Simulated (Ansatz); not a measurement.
CH$_{7}$AlSi$_{2}$ (`C[SiH]1[AlH][SiH2]1`), relaxed with RKS PBE-D4/def2-SVP in the Gaussian-basis code of Ansatz from a rough embedded geometry. The force threshold is 0.03 eV/Å; the program also tests the step.

Total charge 0; spin multiplicity 1.

Start:

```xyz
11

C    -0.502    1.677   -0.145
Si   -0.777   -0.046    0.334
Al    1.154   -1.027    1.236
Si    0.401   -1.488   -0.946
H    -1.255    2.000   -0.965
H    -0.680    2.403    0.730
H     0.531    1.872   -0.532
H    -2.034   -0.462    0.864
H     2.259   -1.247    2.462
H     1.163   -0.878   -1.979
H    -0.259   -2.805   -1.057
```

**Question.** How much energy does the relaxation release, and in how many steps? (An estimate is asked.)

**Answer.** Ansatz gave: 15.35 kcal/mol, in 5 steps.

**Question.** Which bonds change most? (Estimate.)

**Answer.** Computed: Si2–Si4 from 2.259 to 2.405 Å; C1–Si2 from 1.810 to 1.906 Å; Si4–H10 from 1.421 to 1.511 Å; Si2–Al3 from 2.345 to 2.435 Å.

**Question.** Give the relaxed structure. (Best estimate.)

**Answer.** Computed: 
```xyz
11

C    -0.577    1.833   -0.139
Si   -0.673    0.019    0.439
Al    1.273   -1.118    1.360
Si    0.500   -1.592   -0.906
H    -1.278    2.001   -0.983
H    -0.845    2.520    0.689
H     0.446    2.085   -0.482
H    -2.084   -0.353    0.836
H     2.326   -1.409    2.536
H     1.159   -1.111   -2.178
H    -0.247   -2.877   -1.172
```
